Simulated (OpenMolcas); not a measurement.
W4+ in tetrahedral coordination: ligands and hosts compared

| Item | Value |
| --- | --- |
| Program | OpenMolcas |
| Method | CASSCF |
| Active space | 2 electrons in 5 orbitals (5d) |
| Spin-orbit coupling | state interaction with AMFI integrals over the reference wave functions |

Distances were set from a Shannon-type radius of the metal (high-spin where two are listed) plus a fixed donor radius (Br 1.91, Cl 1.76, O 1.38, F 1.31 Å). Anionic complexes are neutralised by point charges, and hosts are embedded clusters. Ligand basis ANO-RCC-VDZP. States (labels of Td). Energies in cm-1 above the lowest state or level, χT in cm3 K/mol.

```tsv
Ligand or host	R (Å)	Metal basis	Outer charge (e at Å behind ligand)	Ground state	First state of that spin	First gap with spin-orbit (degeneracies)	χT at 300 K	First state of another spin
Br	2.44	ANO-RCC-VTZP		3A2	3T2 9327	6306 (3, 2)	0.468	1E 8859
Cl	2.29	ANO-RCC-VDZP		3A2	3T2 10399	6484 (3, 2)	0.481	1E 8731
O	1.91	ANO-RCC-VDZP	1 at 2.6	3A2	3T2 10525	6895 (3, 2)	0.479	1E 9323
F	1.84	ANO-RCC-VDZP		3A2	3T2 15589	8654 (3, 2)	0.564	1E 10113
```

The rows also differ in their metal basis and outer charges, so part of each step comes from that.

The first state of the same spin rises in the order Br < Cl < O < F, by a factor of 1.67 from first to last.

Without dynamic correlation the repulsion within the d shell is too large (B by tens of per cent), so at a given field states of lower spin stand too high. With metal d orbitals alone the field can be off either way by tens of per cent. Ligand-to-metal charge-transfer states are missing. With no ligand orbital active B as a rule stays too high, so bands that hang on it stand too high and its fall with covalency is understated. The least metal-like active orbital is 68 % on the metal (Löwdin) and no ligand orbital is active, so the numbers are rough (holds for Br; Cl). The least metal-like active orbital is 69 % on the metal (Löwdin) and no ligand orbital is active, so the numbers are rough (holds for O). The oxide ions are held by bare point charges, a crude embedding (holds for O). The least metal-like active orbital is 71 % on the metal (Löwdin) and no ligand orbital is active, so the numbers are rough (holds for F). No measured value stands beside these numbers; the geometry was imposed, not optimised, and the real ion may take another.
